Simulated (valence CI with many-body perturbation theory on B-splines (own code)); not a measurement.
# Pd¹⁴⁺: key properties

Level of theory: valence CI with perturbative core correlation (CI+MBPT): four valence electrons over a frozen Dirac-Fock core [Ar] 3d10, radial functions for each j: 11 s, 11 p, 10 d, 8 f, 5 g, 2 h, with the one-electron correlation potential Σ1, the two-electron term Σ2, the three-electron term Σ3, Breit, model QED; selected CI, second order for the rest, scaled by the run's own slope (own B-spline code, finite nucleus).

No measured spectrum was set against this ion. As an estimate, levels hold to about 250 cm⁻¹ or 0.2 % of their energy and the worst to 1 %, as in measured heavy ions of charge 2 to 7; those with d or f electrons hold less well. Among the levels kept, up to 560 cm⁻¹ of a level comes from second order outside the variational space, and about a tenth of that is noise between levels of different J, which matters for small intervals.

Names give the largest LS component (configuration and term), which can be under half, so a name can repeat, a term be missing and a line seem to break the LS rules; names also repeat where a configuration has a term twice.

Rates and lifetimes use the calculated energies. Strong lines usually hold to 10 to 20 %, long lifetimes can be off by a factor of two.

(1) What is the ground level?

(2) Name the longest-lived excited levels whose lifetime is computed, and their main decay.

(3) How well does LS coupling describe the low levels?

(4) What is the ionisation energy?

(5) Where does the other parity begin?

Answers

(1) 4s2 4p2 3P_0, composition 84 % 4s2 4p2 3P + 14 % 4s2 4p2 1S.

(2) 4s2 4p2 3P_2 at 6.21 eV lives 48.2 ms, mostly by M1 to 4s2 4p2 3P_1; 4s2 4p2 3P_1 at 4.57 eV lives 1.30 ms, mostly by M1 to 4s2 4p2 3P_0; 4s2 4p2 1D_2 at 12.19 eV lives 405 μs, mostly by M1 to 4s2 4p2 3P_1. The lifetime of 4s2 4p 4d 3F°_4 is too uncertain to give, and may be longer.

(3) Among the lowest 20 levels the leading LS term, summed over configurations, holds 76 % on average. For single configurations the figures are 72 % in LS and 78 % in jj coupling. Terms mix most in the J = 2 level at 50.31 eV, where the leading one holds 46 %.

(4) 343.39 eV; NIST lists 342 ± 3 eV (theoretical).

(5) At 4s 4p3 5S°_2, 35.50 eV.
